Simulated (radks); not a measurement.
Results of a calculation; reference values are marked as such.
Q: Ionisation of Lu, [Xe] 4f14 5d1 6s2, to Lu+, [Xe] 4f14 6s2, under several functionals. Dirac Kohn-Sham, spin-unpolarised, spherical densities, finite nucleus; open shells are shared between the two j in proportion to 2j + 1; a radial shooting solver on a logarithmic mesh with Libxc functionals. Known Delta-SCF values: revPBE 5.196 eV; XLYP 5.174 eV; PBE 5.260 eV. What does AM05 give, and what is its highest occupied eigenvalue?

A: 5.256 eV by Delta-SCF; the 5d5/2 eigenvalue is -1.604 eV. NIST: 5.426 eV (measured).

Beside tabulated values, note that spin-unpolarised runs miss the spin-polarisation part of the exchange energy of open shells.
